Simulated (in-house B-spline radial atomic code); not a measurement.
A fraction x of an electron is added to 4d in Zr, starting from [Kr] 4d2 5s2 and keeping the highest spin. Level of theory: scalar-relativistic (X2C) PBE0, spin-polarised, spherical fractional occupations, Fermi nucleus of rms radius 4.2694 fm; calculated with a radial B-spline atomic code at the basis-set limit.

Caution: exact exchange at fractional occupations of open shells leaves self-interaction of up to several eV.

```json
{"x": "0", "E(x) - E(0) (eV)": "0.0000", "4d up level (eV)": "-3.863"}
{"x": "0.1", "E(x) - E(0) (eV)": "-0.3528", "4d up level (eV)": "-3.198"}
{"x": "0.2", "E(x) - E(0) (eV)": "?", "4d up level (eV)": "?"}
{"x": "0.3", "E(x) - E(0) (eV)": "-0.8649", "4d up level (eV)": "-1.940"}
{"x": "0.4", "E(x) - E(0) (eV)": "?", "4d up level (eV)": "?"}
{"x": "0.5", "E(x) - E(0) (eV)": "-1.1360", "4d up level (eV)": "-0.791"}
{"x": "0.6", "E(x) - E(0) (eV)": "-1.1885", "4d up level (eV)": "-0.263"}
```

Q: What belongs in the row x = 0.2?

A: An energy change of -0.6403 eV; 4d up at -2.556 eV.

Q: What belongs in the row x = 0.4?

A: An energy change of -1.0292 eV; 4d up at -1.351 eV.
